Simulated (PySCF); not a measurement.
**Unknown compound**

The spectra below were simulated for a compound C5H5F3Si.

¹H NMR (400 MHz, computed): δ 6.66 (m, 1H), 6.47 (m, 2H), 5.63 (m, 1H), 5.14 (m, 1H).

¹³C{¹H} NMR (computed): δ 150.5 (CH), 122.4 (CH2), 108.3 (CH, 2C), 12.0 (C).

Averaged over atoms made equivalent by symmetry, fast rotation or ring inversion, one conformer, no solvent, non-relativistic Hamiltonian. Shieldings: GIAO PBE0/pcSseg-1; GFN2-xTB geometry; PySCF 2.14.0 with density-fitted response routines.

Chemical shifts δ = σref − σ; ¹H, ¹³C against TMS, all at this level.

Problem. Deduce the structure.

Solution. 
1. The formula gives 3 degrees of unsaturation (1 ring in the answer).
2. 4 carbon signals for 5 carbons: some carbons are equivalent by symmetry or fast rotation.
3. Carbon types of the structure: 1 × C, 3 × CH, 1 × CH2, which accounts for all hydrogens.
4. δC 150.5, 108.3: alkene CH; as expected for a trigonal carbon in a double bond.
5. δC 122.4: terminal =CH2 carbon; as expected for a trigonal carbon in a double bond.
6. δC 12.0: three-membered-ring carbon; carbons of three-membered rings are unusually shielded.
7. δH 6.66, 6.47: hydrogen on an alkene CH; olefinic region.
8. δH 5.63, 5.14: hydrogen on a terminal =CH2 carbon; a vinylic proton, deshielded by the sp2 carbon and the C=C anisotropy.

These data were computed for SMILES [Si](C1(C=C)C=C1)(F)(F)F.

The shifts were computed for this structure.

Splittings by ¹⁹F in the carbon and heteronuclear signals aren't shown, as no couplings were computed. Shifts are as computed. Against solution values, carbons near 30 ppm lie about +3 ppm off and those near 130 ppm about +5 ppm. Of 1211 compounds with measured shifts, 218 miss one by over three times the rms of a fit or turn the order of signals round; such compounds aren't used in these exercises. Multiplicities follow the n + 1 count of equivalent neighbours, as no J values were calculated; m marks all less simple cases, F and P coupling included.
